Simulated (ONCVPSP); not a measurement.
**Configuration tests for Mg (Z = 12) (ONCV)**

- Element: Mg (Z = 12)
- Generator: ONCVPSP 4.0.1
- Type: optimised norm-conserving Vanderbilt (ONCV)
- Functional: PBEsol
- Relativity: scalar-relativistic
- Frozen core: [He]
- Valence charge: 10
- Reference configuration: 2s2 2p6 3s0.5 (charge +1.5)
- Partial waves: 2s+3s: rc 1.25 bohr, ncon 4, nbas 7, qcut 11.7 1/bohr, 2 projectors; 2p: rc 0.80 bohr, ncon 4, nbas 8, qcut 16.4 1/bohr, 1 projector
- Local potential: polynomial inside 0.70 bohr (lpopt 5, dvloc0 1 Ha)
- Core correction: Teter function, fcfact 5.25, rcfact 1.2

Energies are relative to the spin-unpolarised reference configuration 2s2 2p6 3s0.5; without spin polarisation the order of configurations can differ from experiment.

```json
{"valence configuration": "2s2 2p6 3s2", "charge": "0", "ΔE all-electron (eV)": "-14.452", "error AE − PS (meV)": "-0.2"}
{"valence configuration": "2s2 2p6 3s0", "charge": "+2", "ΔE all-electron (eV)": "8.285", "error AE − PS (meV)": "-0.2"}
{"valence configuration": "2s1 2p6 3s2", "charge": "+1", "ΔE all-electron (eV)": "76.745", "error AE − PS (meV)": "-187"}
```

Problem. What are ΔE and the potential's error for 2s2 2p6 3s1?

Solution. ΔE = -6.532 eV all-electron; the error (AE − PS) is 0.0 meV.

Levels in the configuration 2s1 2p6 3s2:

```
level  all-electron (eV)  pseudo (eV)
   2s           -103.374     -103.793
   2p            -70.540      -70.796
   3s            -14.167      -14.184
```
